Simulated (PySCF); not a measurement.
# Correlation energy of Tc²⁵⁺ (technetium, charge +25)

[Ar], closed-shell 1S. All numbers are calculated (PySCF 2.14, scalar relativity by spin-free X2C-1e, in an even-tempered Gaussian basis (18 s from 3.1 bohr⁻², ratio 2.5; 12 p from 4.1 bohr⁻², ratio 2.5; 5 d from 20 bohr⁻², ratio 2.7; 4 f from 30 bohr⁻², ratio 2.7)). Frozen: 1s2; 16 electrons correlated; the 21 highest virtual orbitals of each spin left out.

```csv
level,correlation energy (mhartree)
CCSD,-636.44
(T),-1.81
CCSD(T),-638.25
```

Diagnostics: T1 = 0.00055, D1 = 0.0013, largest double amplitude 0.019.

Question: Is a single reference adequate?

Answer: Yes, within this model without spin-orbit coupling: T1 lies below 0.03 and no double amplitude reaches 0.07.

At this charge the one-electron X2C treatment keeps the bare 1/r₁₂, with no two-electron picture change or Breit term. The effect here is smaller than on the frozen 1s shell; and a scalar Hamiltonian misses the large spin-orbit splitting of the p shells, which matters for ns² → np² pairs.
